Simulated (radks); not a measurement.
All-electron atom: Ba II in [Xe] 6s1.

Calculated with a radial shooting solver on a logarithmic mesh with Libxc functionals: scalar-relativistic Kohn-Sham, exchange-only r2SCAN, spin-polarised, spherical densities, finite nucleus; open shells are filled with parallel spins first (spin-orbit coupling, left out, can overturn this in heavy ions); meta-GGA in the generalised Kohn-Sham scheme; Fermi nuclear charge, rms radius 4.8378 fm.

Energy parts (eV):
part                  energy
total             -221312.59
kinetic            233704.47
electron-nucleus  -535295.78
Hartree             85582.15
exchange            -5303.43

Orbitals (lengths in bohr, moments of r in powers of bohr):
orbital	occ.	eigenvalue (eV)	<1/r>
1s up	1	-37326.64	60.69
1s down	1	-37326.63	60.69
2s up	1	-5923.094	13.97
2s down	1	-5923.091	13.97
2p up	3	-5308.491	13.27
2p down	3	-5308.488	13.27
3s up	1	-1261.592	5.061
3s down	1	-1261.585	5.061
3p up	3	-1063.210	4.793
3p down	3	-1063.202	4.793
3d up	5	-775.3738	4.534
3d down	5	-775.3666	4.534
4s up	1	-254.6811	2.076
4s down	1	-254.6609	2.076
4p up	3	-190.1700	1.915
4p down	3	-190.1483	1.915
4d up	5	-96.0893	1.653
4d down	5	-96.0588	1.653
5s up	1	-39.5324	0.7925
5s down	1	-39.4671	0.7918
5p up	3	-24.1517	0.6753
5p down	3	-24.0487	0.6787
6s up	1	-7.4591	0.2717

The highest occupied level is 6s up at -7.459 eV. For comparison, the ionisation energy in NIST's Atomic Spectra Database is 10.004 eV (measured). In exact Kohn-Sham theory the highest level is minus the ionisation energy, but local and semilocal functionals leave it too shallow, through self-interaction and a potential that decays too fast; potentials with the right tail come closer. Spin moment in Bohr magnetons: 1. The spin density at the nucleus is 13.92 e/bohr^3 (1s 0.10, 2s 0.04, 3s 0.01, 4s 0.03, 5s 0.32, 6s 13.42). Summed over all electrons, <r^2> = 67.79 bohr^2, which gives a Langevin (diamagnetic) susceptibility term of -53.7 x 10^-6 cm^3/mol.
